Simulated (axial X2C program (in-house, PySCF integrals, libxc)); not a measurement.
## Curves of OPrO⁻ from open-shell CI on f(δφ)1 s1 f(π)0

Computed with an in-house all-electron X2C program for linear molecules (integrals from PySCF): two-component X2C with atomic mean-field Coulomb and Gaunt terms, basis O dyall-v3z, Pr dyall-v3z (cores contracted in-house). Orbitals come from Hartree–Fock averaged over the configuration Pr f(δφ)1 s1 f(π)0; CI then distributes these electrons over the f(δφ), s, f(π) shells of Pr.

Scan along the symmetric stretch (R is each bond); masses O 15.995 u, Pr 140.908 u, O 15.995 u. Energies in cm⁻¹ from the lowest point; levels are followed by energy order within each Ω. Lowest level at 1.804 Å: 100% f(δφ)1 s1.

```json
{"R (Å)": "1.678", "(1)Ω=2": "4885", "(1)Ω=3": "4925", "(1)Ω=1": "5829", "(2)Ω=2": "5879", "(1)Ω=4": "7433", "(2)Ω=3": "7487", "(3)Ω=3": "7758"}
{"R (Å)": "1.741", "(1)Ω=2": "1206", "(1)Ω=3": "1259", "(1)Ω=1": "2565", "(2)Ω=2": "2631", "(1)Ω=4": "3734", "(2)Ω=3": "3804", "(3)Ω=3": "4484"}
{"R (Å)": "1.804", "(1)Ω=2": "0", "(1)Ω=3": "68", "(1)Ω=1": "1732", "(2)Ω=2": "1816", "(1)Ω=4": "2523", "(2)Ω=3": "2611", "(3)Ω=3": "3657"}
{"R (Å)": "1.876", "(1)Ω=2": "963", "(1)Ω=3": "1048", "(1)Ω=1": "3061", "(2)Ω=2": "3167", "(1)Ω=4": "3491", "(2)Ω=3": "3600", "(3)Ω=3": "5005"}
{"R (Å)": "1.948", "(1)Ω=2": "3946", "(1)Ω=3": "4047", "(1)Ω=1": "6342", "(2)Ω=2": "6468", "(1)Ω=4": "6483", "(2)Ω=3": "6612", "(3)Ω=3": "8312"}
{"R (Å)": "2.030", "(1)Ω=2": "9356", "(1)Ω=3": "9473", "(1)Ω=1": "12009", "(2)Ω=2": "12151", "(1)Ω=4": "11904", "(2)Ω=3": "12054", "(3)Ω=3": "14010"}
{"R (Å)": "2.129", "(1)Ω=2": "18110", "(1)Ω=3": "18245", "(1)Ω=1": "20972", "(2)Ω=2": "21128", "(1)Ω=4": "20672", "(2)Ω=3": "20845", "(3)Ω=3": "23012"}
```

Task: Fit the curves (1)Ω=2, (1)Ω=3, (1)Ω=1, (2)Ω=2, (1)Ω=4, (2)Ω=3, (3)Ω=3 near their minima.

Result: From the open-shell CI curves, Te from the lowest:

| level | Te (cm⁻¹) | Re (Å) | ωe (cm⁻¹) |
| --- | --- | --- | --- |
| (1)Ω=2 | 0 | 1.810 | 705.5 |
| (1)Ω=3 | 70 | 1.809 | 706.2 |
| (1)Ω=1 | 1731 | 1.798 | 710.6 |
| (2)Ω=2 | 1814 | 1.797 | 711.7 |
| (1)Ω=4 | 2524 | 1.810 | 707.0 |
| (2)Ω=3 | 2613 | 1.809 | 707.8 |
| (3)Ω=3 | 3655 | 1.798 | 713.1 |

Without dynamic correlation distances can be off by several hundredths of an Å (long for ionic bonds, short for multiple bonds) and the wavenumbers are rough.

The 7 lowest curves are shown; the next is (3)Ω=2, from 3738 cm⁻¹.

Dynamic correlation is missing, so gaps between terms are too wide and other configurations may lie lower; the lowest level listed is that of this model, not necessarily the ground state. At most 6 roots were kept for each Ω > 0 (twice that for Ω = 0) within 3.5 eV of the lowest, so higher up levels can be missing between those listed; levels with Ω > 0 are doubly degenerate and listed once, Ω = 0 levels singly. States that fill the shells left empty in the average are placed too high. For an anion, levels above electron detachment are held by the basis set. The molecule was held linear; bending was not examined.
